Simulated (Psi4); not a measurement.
C2H5S (SMILES C[CH]S), doublet, geometry from GFN2-xTB, with bond 7-2 at 2.0 times its length; BLYP/def2-SVP in Psi4.

Here is a job for Psi4.
```
memory 2 GB

molecule {
0 2
  C    -1.66842791    0.12558021    0.07261586
  C    -0.37718120   -0.53131894    0.37612092
  S     1.11984478    0.10961833   -0.18661617
  H    -2.01138632   -0.08788961   -0.94779789
  H    -2.43483778   -0.23552594    0.75727740
  H    -1.58775511    1.20871890    0.17291752
  H    -0.30512686   -2.65351632    0.71661936
  H     0.73127142    1.38765345   -0.23532908
}

set basis def2-svp
set reference uks
set scf_type pk

energy('blyp')
print_variables()
```

What the program printed (banner, timings and long lists left out):

```
   => Loading Basis Set <=

    Name: DEF2-SVP
    Role: ORBITAL
    Keyword: BASIS

         ---------------------------------------------------------
                                   SCF
               by Justin Turney, Rob Parrish, Andy Simmonett
                          and Daniel G. A. Smith
                              UKS Reference
         ---------------------------------------------------------

  ==> Geometry <==

    Molecular point group: c1
    Full point group: C1

    Geometry (in Angstrom), charge = 0, multiplicity = 2:

       Center              X                  Y                   Z               Mass
    ------------   -----------------  -----------------  -----------------  -----------------
         C           -1.760291893829     0.154225396895     0.074490080442    12.000000000000
         C           -0.469045183829    -0.502673753105     0.377995140442    12.000000000000
         S            1.027980796171     0.138263516895    -0.184741949558    31.972071174400
         H           -2.103250303829    -0.059244423105    -0.945923669558     1.007825032230
         H           -2.526701763829    -0.206880753105     0.759151620442     1.007825032230
         H           -1.679619093829     1.237364086895     0.174791740442     1.007825032230
         H           -0.396990843829    -2.624871133105     0.718493580442     1.007825032230
         H            0.639407436171     1.416298636895    -0.233454859558     1.007825032230

  Running in c1 symmetry.

  Rotational constants: A =      0.94771  B =      0.18404  C =      0.16004 [cm^-1]
  Rotational constants: A =  28411.66915  B =   5517.33917  C =   4797.75349 [MHz]
  Nuclear repulsion =   97.449624553491276

  Charge       = 0
  Multiplicity = 2
  Electrons    = 33
  Nalpha       = 17
  Nbeta        = 16

  ==> Algorithm <==

  SCF Algorithm Type is PK.
  DIIS enabled.
  MOM disabled.
  Fractional occupation disabled.
  Guess Type is SAD.
  Energy threshold   = 1.00e-06
  Density threshold  = 1.00e-06
  Integral threshold = 1.00e-12

  ==> Primary Basis <==

  Basis Set: DEF2-SVP
    Blend: DEF2-SVP
    Number of shells: 35
    Number of basis functions: 71
    Number of Cartesian functions: 74
    Spherical Harmonics?: true
    Max angular momentum: 2

  ==> DFT Potential <==

   => LibXC <=

    Version 7.1.2
    S. Lehtola, C. Steigemann, M. J. T. Oliveira, and M. A. L. Marques,  SoftwareX 7, 1–5 (2018) (10.1016/j.softx.2017.11.002)

   => Composite Functional: BLYP <=

    BLYP GGA Exchange-Correlation Functional

    P.J. Stephens et. al., J. Phys. Chem., 98, 11623-11627, 1994
    B. Miehlich et. al., Chem. Phys. Lett., 157(3), 200-206 1989

    Deriv               =              1
    GGA                 =           TRUE
    Meta                =          FALSE

    Exchange Hybrid     =          FALSE
    MP2 Hybrid          =          FALSE

   => Exchange Functionals <=

    1.0000     XC_GGA_X_B88

   => Correlation Functionals <=

    1.0000     XC_GGA_C_LYP

   => LibXC Density Thresholds  <==

    XC_GGA_C_LYP:  1.00E-14
    XC_GGA_X_B88:  1.00E-15

   => Molecular Quadrature <=

    Radial Scheme          =       TREUTLER
    Pruning Scheme         =           NONE
    Nuclear Scheme         =       TREUTLER

    Blocking Scheme        =         OCTREE
    BS radius alpha        =              1
    Pruning alpha          =              1
    Radial Points          =             75
    Spherical Points       =            302
    Total Points           =         172139
    Total Blocks           =           1364
    Max Points             =            256
    Max Functions          =             70
    Weights Tolerance      =       1.00E-15

  ==> Integral Setup <==

  Using in-core PK algorithm.
   Calculation information:
      Number of atoms:                   8
      Number of AO shells:              35
      Number of primitives:             67
      Number of atomic orbitals:        74
      Number of basis functions:        71

      Integral cutoff                 1.00e-12
      Number of threads:                 1

  Performing in-core PK
  Using 6535692 doubles for integral storage.
  We computed 190605 shell quartets total.
  Whereas there are 198765 unique shell quartets.

  ==> DiskJK: Disk-Based J/K Matrices <==

    J tasked:                  Yes
    K tasked:                   No
    wK tasked:                  No
    Schwarz Cutoff:          1E-12

  Minimum eigenvalue in the overlap matrix is 4.4844576425E-03.
  Reciprocal condition number of the overlap matrix is 8.4232016627E-04.
    Using symmetric orthogonalization.

  ==> Pre-Iterations <==

  SCF Guess: Superposition of Atomic Densities via on-the-fly atomic UHF (no occupation information).

   -------------------------
    Irrep   Nso     Nmo
   -------------------------
     A         71      71
   -------------------------
    Total      71      71
   -------------------------

  ==> Iterations <==

                        Total Energy        Delta E     RMS |[F,P]|

   @UKS iter SAD:  -476.62700065502338   -4.76627e+02   0.00000e+00
   @UKS iter   1:  -476.32318202602892    3.03819e-01   1.40237e-02 ADIIS/DIIS
   @UKS iter   2:  -474.00966595951002    2.31352e+00   2.58135e-02 ADIIS/DIIS
   @UKS iter   3:  -476.79100558747751   -2.78134e+00   5.58325e-03 ADIIS/DIIS
   @UKS iter   4:  -476.74840407793130    4.26015e-02   5.38778e-03 ADIIS/DIIS
   @UKS iter   5:  -476.95006172742541   -2.01658e-01   2.81204e-03 ADIIS/DIIS
   @UKS iter   6:  -476.95411247465955   -4.05075e-03   2.00009e-03 ADIIS/DIIS
   @UKS iter   7:  -476.97187815251169   -1.77657e-02   8.97595e-04 ADIIS/DIIS
   @UKS iter   8:  -476.97743486532352   -5.55671e-03   1.29337e-04 ADIIS/DIIS
   @UKS iter   9:  -476.97768795071306   -2.53085e-04   1.88622e-04 ADIIS/DIIS
   @UKS iter  10:  -476.97784801372751   -1.60063e-04   2.15697e-04 ADIIS/DIIS
   @UKS iter  11:  -476.97831081327104   -4.62800e-04   2.11864e-04 ADIIS/DIIS
   @UKS iter  12:  -476.97892383490603   -6.13022e-04   6.69190e-05 DIIS
   @UKS iter  13:  -476.97898199847333   -5.81636e-05   3.46745e-05 DIIS
   @UKS iter  14:  -476.97898995190877   -7.95344e-06   1.18824e-05 DIIS
   @UKS iter  15:  -476.97899032855730   -3.76649e-07   3.34415e-06 DIIS
   @UKS iter  16:  -476.97899046438101   -1.35824e-07   3.17726e-06 DIIS
   @UKS iter  17:  -476.97899058864328   -1.24262e-07   1.04458e-06 DIIS
   @UKS iter  18:  -476.97899060152292   -1.28796e-08   2.49835e-07 DIIS
  Energy and wave function converged.

  ==> Post-Iterations <==

   Electrons on quadrature grid:
      Nalpha   =   17.0000064601 ; deviation = 6.460e-06
      Nbeta    =   16.0000062910 ; deviation = 6.291e-06
      Ntotal   =   33.0000127511 ; deviation = 1.275e-05

   @Spin Contamination Metric:   7.920267409E-02
   @S^2 Expected:                7.500000000E-01
   @S^2 Observed:                8.292026741E-01
   @S   Expected:                5.000000000E-01
   @S   Observed:                5.000000000E-01

    Orbital Energies [Eh]
    ---------------------

    Alpha Occupied:

[...]
    Alpha Virtual:

[...]
    Beta Occupied:

[...]
      16A     -0.212325

    Beta Virtual:

[...]
      71A      2.843946

    Final Occupation by Irrep:
              A
    DOCC [    16 ]
    SOCC [     1 ]
    NA   [    17 ]
    NB   [    16 ]

  @UKS Final Energy:  -476.97899060152292

   => Energetics <=

    Nuclear Repulsion Energy =             97.4496245534912759
    One-Electron Energy =                -847.7952100915945266
    Two-Electron Energy =                 311.5253763163320286
    DFT Exchange-Correlation Energy =     -38.1587813797516873
    Empirical Dispersion Energy =           0.0000000000000000
    VV10 Nonlocal Energy =                  0.0000000000000000
    Total Energy =                       -476.9789906015229235

  UHF NO Occupations:
  HONO-2 :   15  A 1.9996944
  HONO-1 :   16  A 1.9601120
  HONO-0 :   17  A 1.0000000
  LUNO+0 :   18  A 0.0398880
  LUNO+1 :   19  A 0.0003056
  LUNO+2 :   20  A 0.0001000
  LUNO+3 :   21  A 0.0000458

Computation Completed

Properties will be evaluated at   0.000000,   0.000000,   0.000000 [a0]

Properties computed using the SCF density matrix

 Multipole Moments:

 ------------------------------------------------------------------------------------
     Multipole            Electronic (a.u.)      Nuclear  (a.u.)        Total (a.u.)
 ------------------------------------------------------------------------------------

 L = 1.  Multiply by 2.5417464519 to convert [e a0] to [Debye]
 Dipole X            :          5.3588729           -5.6606449           -0.3017720
 Dipole Y            :          1.2983810           -0.2188444            1.0795366
 Dipole Z            :         -0.8433747            0.4386027           -0.4047720
 Magnitude           :                                                    1.1917659

 ------------------------------------------------------------------------------------

  Variable Map:
  ----------------------------------------------------------------------------
[...]
  Array Variable Map:
  ----------------------------------------------------------------------------
[...]
[...]
```
